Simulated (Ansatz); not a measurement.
Reaction (formal exchange of groups at the Al–C bond): `N#C[CH2][AlH2]` + `CC[TeH]` → `[AlH2][CH2]C[TeH]` + `CC#N`

Isolated molecules relaxed with PBE0-D4/def2-TZVP in Ansatz; ΔE leaves out vibrations. CCSD(T)/CBS is the MP2 limit (def2-TZVPP, def2-QZVPP) plus CCSD(T) − MP2 in def2-TZVPP, frozen cores. This one scheme is used for every species. Functionals use def2-TZVPP. Elements past krypton have def2 core potentials. For Te outer-core shells are correlated without core-valence functions, which leaves a few kJ/mol of doubt a bond. Each species was taken in one conformer, which may not be the lowest.

```json
{"species": "`N#C[CH2][AlH2]`", "BHLYP-D4 energy (Eh)": "-375.75474"}
{"species": "`CC[TeH]`", "BHLYP-D4 energy (Eh)": "-347.76315"}
{"species": "`[AlH2][CH2]C[TeH]`", "BHLYP-D4 energy (Eh)": "-590.78472"}
{"species": "`CC#N`", "BHLYP-D4 energy (Eh)": "-132.72725"}
```

Work out ΔE.

ΔE = (-590.78472) + (-132.72725) − (-375.75474) − (-347.76315) = 0.00592 Eh = +15.5 kJ/mol. CCSD(T)/CBS gives +14.6 kJ/mol.

Largest T1 diagnostic among the species: 0.013.

Leaving LDA and LC-ωPBE aside and taking each functional with its dispersion term where it has one, the values, not all of them listed here, spread over 4.1 kJ/mol, from BLYP-D4 to r2SCAN-D4.
